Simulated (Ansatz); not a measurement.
CH2N, charge +1, singlet, at a GFN2-xTB geometry; Ansatz (a first-principles code) with BLYP/def2-TZVP.

Here is a job for Ansatz.
Ansatz 0.2 input:
```yaml
crystal:
  periodic: [false, false, false]
  atoms:
    - {symbol: C, position_ang: [-0.00000000, -0.00000000, -0.60033760]}
    - {symbol: N, position_ang: [0.00000000, 0.00000000, 0.53266898]}
    - {symbol: H, position_ang: [-0.00000000, -0.00000000, -1.67489223]}
    - {symbol: H, position_ang: [0.00000000, 0.00000000, 1.54823496]}
basis:
  gaussian:
    orbitals: def2-TZVP
hamiltonian:
  xc: blyp
total_charge: 1
accuracy: high
```

Task: Predict the main parts of the log of this Ansatz run.

Result: 
```
Functional definition: BLYP
1118 factors; integrals over basis functions are off by at most 3.6e-9 eV
mean field evaluation 1: about -2537.0518 eV, gradient 8.7e1 eV
mean field evaluation 2: about -2501.2245 eV, gradient 1.3e2 eV
mean field evaluation 4: about -2550.0769 eV, gradient 9.9e0 eV
mean field evaluation 8: about -2550.2863 eV, gradient 4.5e-2 eV
mean field evaluation 16: about -2550.2863 eV, gradient 6.0e-8 eV
mean field -2550.28632554 eV, -93.7212938176 hartree, gradient 5.7e-8 eV, S^2 0.000000; 0 other end points of the search recorded, 0 dependent functions left out
reference -2550.28636256 eV, -93.7212951781 hartree; 7, 7 occupied and 67, 67 virtual orbitals, 1118 factors
Total energy: -2550.28636256 eV, -93.7212951781 hartree
```
